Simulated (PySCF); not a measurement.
# Spin-rotation constants: `C[C@H]1CSS(=O)(=O)O1`, C$_{3}$H$_{6}$O$_{3}$S$_{2}$

Molfile (atoms numbered from 1):
```
C3H6O3S2
     RDKit          3D

 14 14  0  0  0  0  0  0  0  0999 V2000
   -0.3954    1.4303   -0.4166 C   0  0  0  0  0  0  0  0  0  0  0  0
   -0.6259    0.2388    0.5021 C   0  0  1  0  0  0  0  0  0  0  0  0
   -1.0038   -1.0291   -0.2655 C   0  0  0  0  0  0  0  0  0  0  0  0
    0.5111   -1.6528   -1.0532 S   0  0  0  0  0  0  0  0  0  0  0  0
    1.6939   -0.6793    0.3679 S   0  0  0  0  0  6  0  0  0  0  0  0
    2.4132   -1.6052    1.1694 O   0  0  0  0  0  0  0  0  0  0  0  0
    2.4242    0.3537   -0.2885 O   0  0  0  0  0  0  0  0  0  0  0  0
    0.5184   -0.0660    1.2705 O   0  0  0  0  0  0  0  0  0  0  0  0
   -0.0766    2.2867    0.1718 H   0  0  0  0  0  0  0  0  0  0  0  0
   -1.3163    1.6801   -0.9370 H   0  0  0  0  0  0  0  0  0  0  0  0
    0.3835    1.2097   -1.1414 H   0  0  0  0  0  0  0  0  0  0  0  0
   -1.4117    0.4651    1.2341 H   0  0  0  0  0  0  0  0  0  0  0  0
   -1.7373   -0.8317   -1.0438 H   0  0  0  0  0  0  0  0  0  0  0  0
   -1.3779   -1.8008    0.4081 H   0  0  0  0  0  0  0  0  0  0  0  0
  1  2  1  0
  2  3  1  0
  3  4  1  0
  4  5  1  0
  5  6  2  0
  5  7  2  0
  5  8  1  0
  8  2  1  0
  1  9  1  0
  1 10  1  0
  1 11  1  0
  2 12  1  1
  3 13  1  0
  3 14  1  0
M  END
```

Level of theory: PySCF, GIAO BHandHLYP/pcSseg-1 magnetisability, rotational g tensor and spin-rotation constants, non-relativistic, gas phase. Geometry: GFN2-xTB.

**Question.** Give the nuclear spin-rotation constants along the inertial axes (H = +C I·J) beside the isotropic shieldings.

**Answer.** Rotational constants 2.2483, 1.5985, 1.2989 GHz. A star marks the isotopologue with that one atom substituted, in its own axes.
```tsv
atom	isotope	Caa (kHz)	Cbb (kHz)	Ccc (kHz)	mean (kHz)	σ (ppm)
H9	1H	-0.257	0.049	-0.151	-0.120	30.2
H10	1H	0.023	-0.182	-0.147	-0.102	31.0
H11	1H	-0.143	-0.151	-0.024	-0.106	29.0
H12	1H	-0.115	-0.135	-0.025	-0.091	27.2
H13	1H	0.004	-0.149	-0.121	-0.089	28.6
H14	1H	-0.240	-0.116	0.022	-0.111	27.7
C1	13C*	0.327	0.237	0.185	0.250	165.6
C2	13C*	0.422	0.382	0.317	0.374	112.9
C3	13C*	0.435	0.251	0.273	0.320	137.5
S4	33S*	0.815	0.475	0.499	0.596	301.8
S5	33S*	0.982	0.705	0.522	0.736	132.7
O6	17O*	-0.697	-0.437	-0.308	-0.480	62.4
O7	17O*	-0.657	-0.432	-0.425	-0.505	34.7
O8	17O*	-0.674	-0.315	-0.266	-0.418	110.8
```
For the geometry as given, no vibrational averaging.

**Question.** How do the rotational constants and the g tensor change when H9, H10, H11, H12, H13, H14 are replaced by deuterium?

**Answer.** Constants 2.0689, 1.4459, 1.1845 GHz; g -0.0300, -0.0210, -0.0161, against -0.0323, -0.0232, -0.0170 before.
